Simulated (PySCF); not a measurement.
## Diatomics with 92 electrons

r²SCAN in PySCF with def2-SVPD on every atom (core potentials on Hg, Tl), for the lowest determinant that a PBE0 search found; no spin–orbit coupling. All have 92 electrons, 4 of them in the valence shells, and the same state, a singlet (closed shell). For ions De leads to the atom and ion picked by measured ionisation energies and electron affinities.

| species | difference of nuclear charges | Re (Å) | ωe (cm⁻¹) | k (mdyn/Å) | De (eV) | dissociates to |
| --- | --- | --- | --- | --- | --- | --- |
| NaHg⁻ | 69 | 3.803 | 45.2 | 0.0249 | n/a | Na⁻ + Hg |
| MgHg | 68 | 3.386 | 63.1 | 0.0503 | 0.09 | Mg + Hg |
| NaTl | 70 | 3.278 | 133 | 0.214 | 0.70 | Na + Tl |
| AlHg⁺ | 67 | 2.888 | 149 | 0.312 | 0.66 | Al⁺ + Hg |

(1) Which member of the whole set has the stiffest bond, and how does it compare with the softest?

Closed-shell solutions of metal pairs were not tested for spin polarisation, which can lower them a little. Weak bonds: MgHg. Basis-set superposition, not corrected here, can be much of De in a small basis, most of all at correlated wavefunction levels. Functionals without a dispersion term scatter widely for such bonds, and LDA overbinds them. These are scalar-relativistic numbers at best; spin–orbit coupling would shift them, the dissociation energy most. For an ion De counts to the pair picked by the measured ionisation energies or electron affinities, which need not be the lowest pair at this level. The highest Kohn–Sham level is positive in this anion. Much of that is self-interaction error, but it also means that the finite basis helps to hold the extra electron.

Answers

(1) AlHg⁺ with k = 0.312 mdyn/Å, 13 times that of NaHg⁻.
